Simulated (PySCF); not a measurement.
Compound: C6H10N2.
Geometry (GFN2-xTB, Å), atoms numbered from 1 in this order:
```xyz
18
C6H10N2 angstrom
C      3.9355    0.8775    0.5481
C      2.6940    0.5628    0.9118
C      1.6707    0.1515   -0.0067
N      0.4993   -0.1269    0.4209
N     -0.4591   -0.4840   -0.4145
C     -1.7314   -0.8563    0.0901
C     -2.7089    0.2265    0.4666
C     -2.9326   -0.5982   -0.7630
H      4.6761    1.1875    1.2642
H      4.2511    0.8342   -0.4819
H      2.3890    0.6105    1.9475
H      1.9258    0.0920   -1.0729
H     -0.2664   -0.5790   -1.4112
H     -1.7213   -1.7521    0.7061
H     -2.3866    1.2476    0.3399
H     -3.3430    0.0681    1.3239
H     -2.7736   -0.1272   -1.7217
H     -3.7274   -1.3281   -0.7643
```

Method: TDDFT wB97X-D/def2-SVPD, vertical, gas phase, core orbitals frozen in the response (PySCF 2.14.0, density-fitted response routines). GFN2-xTB frequencies show an imaginary mode (108i cm⁻¹), so this geometry is no minimum at that level.

Transition dipole moments from the ground state, in atomic units and in the frame of the coordinates above (overall signs are arbitrary), for the states with f of 0.002 or more among the lowest 8:

```csv
state,E (hartree),μx,μy,μz
S1,0.1829,-2.489,-0.627,-0.248
S3,0.2143,0.040,-0.155,-0.053
S4,0.2432,-0.049,0.127,-0.019
S5,0.2477,0.403,0.143,-0.016
S6,0.2501,0.001,-0.222,0.150
S7,0.2618,-0.226,-0.309,0.091
S8,0.2658,0.228,-0.256,-0.018
```

Task: What oscillator strength does each state have?

Result: f = (2/3) ΔE |μ|² with ΔE in hartree (27.2114 eV).

```json
{"state": "S1", "|μ|² (au)": "6.651", "|μ| (D)": "6.55", "f": "0.811"}
{"state": "S3", "|μ|² (au)": "0.028", "|μ| (D)": "0.43", "f": "0.004"}
{"state": "S4", "|μ|² (au)": "0.019", "|μ| (D)": "0.35", "f": "0.003"}
{"state": "S5", "|μ|² (au)": "0.183", "|μ| (D)": "1.09", "f": "0.030"}
{"state": "S6", "|μ|² (au)": "0.072", "|μ| (D)": "0.68", "f": "0.012"}
{"state": "S7", "|μ|² (au)": "0.155", "|μ| (D)": "1.00", "f": "0.027"}
{"state": "S8", "|μ|² (au)": "0.118", "|μ| (D)": "0.87", "f": "0.021"}
```

Task: What angle do the transition dipoles of S6 and S8 make?

Result: |cos θ| = |μa·μb| / (|μa| |μb|) = 0.59, so θ ≈ 54° (taken between 0 and 90°, since the signs are arbitrary).

Task: How is the summed strength of these states shared among x, y and z?

Result: (2/3) Σ ΔE μα² gives 0.801 for x, 0.094 for y and 0.013 for z, 0.908 in all.

Task: What peak molar absorption coefficient would the strongest computed level give as a lone Gaussian band 0.4 eV wide at half height?

Result: ε(max) = 2.175×10⁸ f / FWHM, with the width in cm⁻¹. S1: 2.175×10⁸ × 0.8111 / 3226 ≈ 55000 L mol⁻¹ cm⁻¹.

The run took about 2.1 min of CPU time (one thread, shared machine).

One conformer stands for the species.
